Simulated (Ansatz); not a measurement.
Isomers of PdSe2⁻ (doublet), relaxed with PBE0-D4/def2-TZVPD; total energies from Ansatz at PBE0-D4/def2-TZVPD.

```json
{"isomer": "A", "description": "point group C2v; 2 × Pd–Se 2.23 Å", "energy (Eh)": "-4930.55082"}
{"isomer": "B", "description": "point group C2v; 2 × Pd–Se 2.43 Å; 1 × Se–Se 2.41 Å", "energy (Eh)": "-4930.55570"}
```

In the def2 sets Pd takes a core potential; there is no spin–orbit coupling.

The isomers come from a short search, and lower ones may exist.

Q: Work out the relative energies (1 Eh = 2625.5 kJ/mol) and the Boltzmann populations at 800 K from electronic energies alone (R = 8.314 J/mol/K).

A: ΔE: A 12.8, B 0.0 kJ/mol. RT = 6.65 kJ/mol. Factors exp(−ΔE/RT): A 0.146, B 1; sum 1.146. Populations: A 12.7 %, B 87.3 %. Zero-point energy, vibrational entropy and symmetry numbers are left out and can shift these; an error of 4 kJ/mol changes a ratio by a factor of 1.8. Over the other density-functional and correlated levels in def2 sets, the gap between B and A ranges from -36 to -18 kJ/mol.
